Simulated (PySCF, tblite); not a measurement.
Isomers of C5H8ClNSi2, one GFN2-xTB conformer each. Single-point energies are computed at PBE0/pcSseg-1 (PySCF, gas phase, no added dispersion term), electronic only.

Problem. Rank them by PBE0/pcSseg-1 energy, lowest first (kJ/mol).
A. `[H]/[N:1]=[CH:2]\[C:3]#[C:4][C@@H:5]1[SiH2:6][C@@H:7]1[SiH2:8][Cl:9]` with Si6–C7–Si8–Cl9 96°
B. `[Cl:1][SiH2:2][SiH2:3][c:4]1[cH:5][cH:6][cH:7][cH:8][n:9]1` with Cl1–Si2–Si3–C4 179°, Si2–Si3–C4–C5 -179°

Solution. B (0.0), A (299.7).

As drawn, the lower has an aromatic ring and an Si–Si bond, which the higher lacks; the higher has a three-membered ring, a C≡C bond and a C=N bond, which the lower lacks. GFN2-xTB itself gives, in the same order: 0.0, 297.6. Both levels put the same isomer lowest.

Problem. Which frontier levels, dipoles and rotational constants go with these structures?

Solution. 
```
                                 SMILES  HOMO (eV, PBE0/pcSseg-1)  LUMO (eV)  dipole (D)       A, B, C (MHz)
                 Cl[SiH2][SiH2]c1ccccn1                     -7.64      -1.24        4.69  3196, 435.0, 386.1
[H]/N=C\C#C[C@@H]1[SiH2][C@@H]1[SiH2]Cl                     -6.94      -1.39        3.97  1225, 566.5, 418.8
```

Problem. What happens when harmonic zero-point energies from GFN2-xTB frequencies are added?

Solution. 
```tsv
SMILES	ZPE (kJ/mol)	electronic (kJ/mol)	with ZPE (kJ/mol)
Cl[SiH2][SiH2]c1ccccn1	288.0	0.0	0.0
[H]/N=C\C#C[C@@H]1[SiH2][C@@H]1[SiH2]Cl	280.8	299.7	292.5
```

The zero-point energies span 7.2 kJ/mol. The order is unchanged.
